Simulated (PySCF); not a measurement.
Structure from 2D NMR

Compound of formula C₄H₄F₄. Correlations simulated from computed shifts and the bond graph:

HSQC (one-bond C–H):
```tsv
δH	δC
5.69	108.0
2.31	19.0
```

HMBC (two and three bonds, from the bond graph):
```tsv
δH	δC
5.69	182.0, 133.4, 19.0
2.31	182.0, 108.0
```

Carbons without hydrogens: δ 182.0, 133.4.

- GFN2-xTB geometry
- shielding tensors at PBE0/pcSseg-1 (GIAO)
- run in PySCF
- fast rotation and ring inversion assumed for equivalent nuclei, gas phase, a single conformation, non-relativistic

Shifts are taken against calculated references (same method and geometry level): TMS for 1H (σref 31.72), 13C (σref 186.93).

Exchangeable hydrogens are left out of these lists.

Which molecule is this?

Answers

SMILES C/C(F)=C\C(F)(F)F.

Atom-mapped SMILES (the numbers label the heavy atoms): `[CH3:1]/[C:2]([F:3])=[CH:4]\[C:5]([F:6])([F:7])[F:8]`. Each H is labelled by its parent atom.

1. δC 182.0 is C2, a fully substituted alkene carbon.
2. δC 133.4 is C5, a CF3 carbon.
3. δC 108.0 is C4, an alkene CH (δH 5.69).
4. δC 19.0 is C1, an allylic methyl carbon (δH 2.31).
5. HMBC from δH 5.69 reaches the proton-free carbons C2, C5.
6. HMBC from δH 2.31 reaches the proton-free carbon C2.

The data come from this structure; uniqueness wasn't tested.

Shifts are as computed. Against solution values, carbons near 30 ppm lie about +3 ppm off and those near 130 ppm about +5 ppm. Of 1309 compounds with measured shifts, 239 miss one by over three times the rms of a fit or turn the order of signals round; such compounds aren't used in these exercises.
